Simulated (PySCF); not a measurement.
Species: C₆H₁₅P.
Numbering: `[CH3:1][CH2:2][P:3]([CH2:4][CH3:5])[CH2:6][CH3:7]` (hydrogens: H8, H9, H10 on C1; H11, H12 on C2; H13, H14 on C4; H15, H16, H17 on C5; H18, H19 on C6; H20, H21, H22 on C7)

Cartesian coordinates in Å at the PBE0-D3(BJ)/def2-SVP level; atoms count from 1:
```
atom  x, y, z in Å
C1    -1.6525   -2.2839    0.3458
C2    -0.3216   -1.5593    0.4861
P3    -0.1663   -0.0760   -0.6272
C4     1.5277    0.5044   -0.1210
C5     2.6557   -0.3151   -0.7314
C6    -1.2008    1.1354    0.3353
C7    -1.2627    2.5162   -0.3021
H8    -2.4992   -1.6474    0.6471
H9    -1.8290   -2.5940   -0.6959
H10   -1.6844   -3.1863    0.9760
H11   -0.1453   -1.2547    1.5336
H12    0.5030   -2.2392    0.2143
H13    1.6090    1.5530   -0.4528
H14    1.5992    0.5174    0.9816
H15    2.5892   -0.3270   -1.8304
H16    2.6338   -1.3617   -0.3895
H17    3.6403    0.0950   -0.4580
H18   -2.2145    0.7045    0.3892
H19   -0.8289    1.1953    1.3741
H20   -0.2731    2.9986   -0.3313
H21   -1.9335    3.1855    0.2587
H22   -1.6316    2.4603   -1.3381
```

The calculation used PBE0-D3(BJ)/def2-SVP geometry optimisation, gas phase (PySCF).

Take the most abundant isotopes and a rigid rotor. The values belong to one conformer with, in the numbering `[CH3:1][CH2:2][P:3]([CH2:4][CH3:5])[CH2:6][CH3:7]`, C1–C2–P3–C4 179°, C2–P3–C4–C5 78°, C2–P3–C6–C7 179°.

Problem. What are A, B and C (cm⁻¹)?

Solution. Ia = 273.30, Ib = 273.82, Ic = 497.72 u·Å²; 505379 MHz·u·Å²/I gives 1849, 1846 and 1015 MHz, that is A = 0.06168, B = 0.06156, C = 0.03387 cm⁻¹.

Problem. What kind of rotor is it?

Solution. An oblate symmetric top, as the point group C3 requires two equal moments; the computed ones differ by 0.19 % because the geometry is symmetric only within the optimiser's tolerance; Ray's κ = 0.992.

Problem. Is it planar, by Δ = Ic − Ia − Ib?

Solution. Not planar: Δ = Ic − Ia − Ib = -49.41 u·Å². For a rigid frame Δ = −2 Σ m c², so Σ m c² = 24.70 u·Å² lies off the ab plane: 11.52 from hydrogen and 13.19 from heavier atoms. The atom farthest from that plane is 1.49 Å away.

Problem. Where do the R-branch lines fall?

Solution. The dipole of 1.23 D lies along the symmetry axis, so ΔK = 0 and J+1 ← J falls at 2B(J+1) for every K: 3.69 GHz, 7.39 GHz, 11.08 GHz, 14.78 GHz, 18.47 GHz for J = 0 to 4.

Not checked by PBE0-D3(BJ)/def2-SVP frequencies. These are rigid-rotor constants of the computed structure; measured ground-state constants (B0) also hold zero-point vibration.

The run took 54 s of wall time on an Intel Xeon Platinum 8488C with one thread (shared host), and the process peaked at 0.77 GiB of memory. That covers the optimisation of the geometry.
